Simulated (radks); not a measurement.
All-electron atom: the mercury ion Hg43+ in [Kr] 4d1. All-electron calculation, Dirac Kohn-Sham, BLYP, spin-unpolarised, spherical densities, finite nucleus; open shells fill j = l - 1/2 first; Fermi nuclear charge, rms radius 5.4648 fm. Program: a radial shooting solver on a logarithmic mesh with Libxc functionals.

Normalised radial functions P(r) = r R(r) (large component), r in bohr:

r,3d3/2,4p1/2
0.002081,0.0007,0.0603
0.002645,0.0012,0.0791
0.003362,0.0022,0.1044
0.004274,0.0038,0.1387
0.005434,0.0069,0.1847
0.006908,0.0124,0.2458
0.008781,0.0222,0.3251
0.01116,0.0400,0.4247
0.01419,0.0713,0.5430
0.01804,0.1257,0.6715
0.02293,0.2174,0.7893
0.02892,0.3601,0.8580
0.03677,0.5864,0.8285
0.04674,0.9126,0.6343
0.05942,1.3408,0.2342
0.07554,1.8319,-0.3389
0.09603,2.2871,-0.9231
0.1221,2.5542,-1.2263
0.1552,2.4855,-0.9484
0.1973,2.0403,-0.0295
0.2508,1.3569,1.1506
0.3188,0.6947,1.9162
0.4053,0.2560,1.8289
0.5152,0.0621,1.1243
0.655,0.0089,0.4348
0.8327,0.0007,0.0983
1.059,0.0000,0.0116

3d3/2: eigenvalue -4351.7 eV, 0 radial nodes, <r> = 0.159 bohr, 90 % of the charge inside 0.246 bohr. 4p1/2: eigenvalue -2407.2 eV, 2 radial nodes at r = 0.0660, 0.198 bohr, <r> = 0.357 bohr, 90 % of the charge inside 0.511 bohr.
